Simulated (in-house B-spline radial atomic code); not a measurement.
**Ionising Ar²⁺ with different functionals**

Computed with an all-electron radial atomic-structure program (B-spline basis): non-relativistic Hamiltonian, point nucleus, spin-polarised at highest spin, spherical fractional occupations for the functionals, and exact exchange of hybrids averaged over the configuration. The ionisation energy is the difference of two self-consistent energies, [Ne] 3s2 3p4 → [Ne] 3s2 3p3, without Breit or QED terms; ε is the level of the shell that loses the electron (its least bound occupied spin orbital).

| method | rung | ΔSCF (eV) | -ε(3p) (eV) |
| --- | --- | --- | --- |
| PBE0 | global hybrid | 40.53 | 35.84 |
| B3LYP | global hybrid | 40.76 | 35.59 |
| TPSSh | global hybrid | ? | ? |
| M06-2X | global hybrid | 40.94 | 38.14 |
| BHandHLYP | global hybrid | 40.58 | 37.59 |
| r2SCAN0 | global hybrid | 40.25 | 35.75 |
| B97-1 | global hybrid | 40.60 | 35.57 |
| HSE06 | range-separated hybrid | 40.54 | 35.43 |
| wB97X | range-separated hybrid | 40.63 | 38.56 |
| CAM-B3LYP | range-separated hybrid | 40.77 | 37.49 |
| LC-wPBE | range-separated hybrid | ? | ? |

Question: What does TPSSh give?

Answer: ΔSCF 40.42 eV, and -ε(3p) = 34.72 eV.

Question: What does LC-wPBE give?

Answer: ΔSCF 40.75 eV, and -ε(3p) = 39.09 eV.

Question: Among the functionals, which spreads more, the ΔSCF values or the orbital energies?

Answer: The orbital energies: ΔSCF values span about 0.69 eV and the orbital energies 4.37 eV; here energy differences depend much less on the functional than eigenvalues do.

Question: How do they compare with the NIST value?

Answer: NIST lists 40.73 eV ± 0.012 (semi-empirical, ground level to ground level). Errors run from -0.48 to +0.21 eV; LC-wPBE is closest (+0.01 eV), but part of that can be cancellation, since the calculations leave out relativity, Breit-QED terms, multiplet and fine-structure energies.
